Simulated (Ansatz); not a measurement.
Born–Oppenheimer molecular dynamics of BCl2F2H3O (9 atoms, charge 0, multiplicity 1). It starts from a rough guess of a transition structure, not a stationary point.

All numbers below come from UKS PBE0-D4/STO-3G (Ansatz).

```
ensemble                      : NVE (velocity Verlet)
time step                     : 0.5 fs
steps asked                   : 150
starting velocities drawn for : 100 K
seed                          : 297124
```

First frame:

```xyz
9
Properties=species:S:1:pos:R:3
B -0.515 0.491 -0.788
F 0.981 -0.254 -0.980
Cl -1.668 -0.419 -1.719
Cl -0.271 2.189 -0.948
H 0.418 -0.292 1.315
O -0.721 0.095 0.899
H 1.561 -0.518 0.037
F 1.558 -0.659 1.225
H -1.343 -0.634 0.961
```

Question: How far do the bonds stretch over the last three quarters of this one trajectory? (Pairs bonded in most of those frames.)

Answer: 
| bond | mean (Å) | spread (Å) | shortest | longest |
| --- | --- | --- | --- | --- |
| B1–F2 | 1.495 | 0.123 | 1.29 | 1.66 |
| B1–Cl3 | 1.857 | 0.067 | 1.76 | 1.97 |
| B1–Cl4 | 1.849 | 0.084 | 1.72 | 1.99 |
| B1–O6 | 1.565 | 0.107 | 1.39 | 1.74 |
| H5–O6 | 1.180 | 0.067 | 1.05 | 1.29 |
| O6–H9 | 1.015 | 0.040 | 0.95 | 1.07 |
| H7–F8 | 1.080 | 0.060 | 0.97 | 1.20 |

Mean temperature of the second half: 1002 K. The conserved energy stayed within 0.81 meV per atom of its start (net change -0.71 meV per atom), so the integration is sound. The system heated up, since it started high on the potential surface and ran downhill. A run of 0.075 ps of so small a system gives no equilibrium averages. The orbitals stay closed-shell, which can raise the energy where a bond breaks towards radicals; this wasn't checked here. Limits of this set-up: minimal basis.

Time of the run: 9.4 min on 1 thread of Arm Neoverse V1 (shared host), peak memory 0.16 GiB.
